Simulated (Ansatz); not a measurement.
Basis sets compared for `CC(=O)SCCCCCCCCCCCOc1ccccc1`. Total charge 0; singlet. Geometry PBE-D4/def2-SVP. Ansatz on 2 threads of AMD EPYC 7R13 on a shared host and a share (18 GiB) of an NVIDIA H100 80GB HBM3; times are rough, and most runs start from earlier orbitals.

Cartesian coordinates in Å:
```
C 2.1281 6.9967 -4.5165
C 1.9464 5.6568 -3.8362
O 2.2855 5.4224 -2.6905
S 1.1598 4.4350 -4.9043
C 1.1784 3.0086 -3.7644
C 2.4685 2.1883 -3.8417
C 2.4873 0.9937 -2.8769
C 2.4977 1.3719 -1.3917
C 2.5659 0.1593 -0.4585
C 2.6498 0.5041 1.0357
C 1.4887 1.3513 1.5851
C 0.0829 0.7841 1.3423
C -0.1653 -0.5988 1.9533
C -1.5946 -1.1015 1.7392
C -1.8382 -2.4731 2.3491
O -3.1874 -2.8413 2.0907
C -3.6482 -4.0316 2.5642
C -2.8711 -4.9562 3.2931
C -3.4552 -6.1562 3.7342
C -4.7977 -6.4494 3.4607
C -5.5667 -5.5228 2.7326
C -5.0020 -4.3247 2.2866
H 3.2104 7.2415 -4.5398
H 1.6284 7.7784 -3.9079
H 1.7251 7.0120 -5.5471
H 0.2875 2.3984 -4.0205
H 1.0355 3.4387 -2.7520
H 2.6098 1.8312 -4.8838
H 3.3264 2.8589 -3.6192
H 1.6129 0.3345 -3.0842
H 3.3847 0.3746 -3.0984
H 1.5932 1.9722 -1.1532
H 3.3606 2.0468 -1.1910
H 1.6841 -0.4942 -0.6474
H 3.4497 -0.4589 -0.7317
H 2.7286 -0.4413 1.6155
H 3.6008 1.0479 1.2285
H 1.6399 1.4890 2.6787
H 1.5381 2.3729 1.1504
H -0.1245 0.7394 0.2495
H -0.6658 1.4971 1.7525
H 0.5494 -1.3354 1.5234
H 0.0601 -0.5633 3.0438
H -1.8239 -1.1516 0.6526
H -2.3243 -0.3856 2.1760
H -1.1410 -3.2272 1.9109
H -1.6475 -2.4527 3.4488
H -1.8164 -4.7519 3.5204
H -2.8401 -6.8714 4.3023
H -5.2448 -7.3914 3.8109
H -6.6232 -5.7376 2.5089
H -5.5862 -3.5875 1.7166
```

Single mean-field runs in def2-SVP, def2-TZVP are fitted with def2-universal-jkfit.

Binding counts from free atoms (C triplet, O triplet, S triplet, H doublet) in the same basis, without a counterpoise term.

```csv
level,functions,energy (Eh),HOMO (eV),LUMO (eV),binding per atom (eV),wall time
PBE-D4/def2-SVP,462,-1288.6943,-5.20,-1.46,4.62,2.6 s
PBE0-D4/def2-SVP,462,-1288.8359,-6.29,-0.47,4.55,2.7 s
```

Problem. Estimate the rows for PBE-D4/def2-TZVP, PBE0-D4/def2-TZVP (with forces).

Solution. 
```csv
level,functions,energy (Eh),HOMO (eV),LUMO (eV),binding per atom (eV),wall time
PBE-D4/def2-TZVP,868,-1289.7937,-5.29,-1.68,4.57,3.5 s
PBE0-D4/def2-TZVP (with forces),868,-1289.9195,-6.32,-0.66,4.49,5.5 s
```
